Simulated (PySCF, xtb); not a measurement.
C₄H₇FO, SMILES [C@@]1(C)(F)OCC1.

Harmonic wavenumbers (cm⁻¹) from GFN2-xTB (xtb) at its own minimum, in rising order: 106, 172, 293, 353, 426, 469, 664, 796, 874, 898, 943, 977, 1039, 1054, 1113, 1133, 1154, 1177, 1202, 1257, 1264, 1383, 1440, 1456, 1467, 1474, 2951, 2968, 3039, 3045, 3047, 3052, 3058.

### Question
What does PBE-D3(BJ)/def2-SVP (PySCF) give at its own minimum? (An estimate is asked for; the answer gives what the named calculation found.)

### Answer
84, 230, 298, 364, 432, 489, 661, 754, 859, 866, 906, 940, 981, 1009, 1122, 1124, 1154, 1169, 1205, 1264, 1306, 1352, 1394, 1403, 1406, 1459, 2964, 2988, 3017, 3029, 3089, 3094, 3102. Paired by order, the mean absolute difference is 26 cm⁻¹ and the zero-point energies are 65.4 and 65.1 kcal/mol.
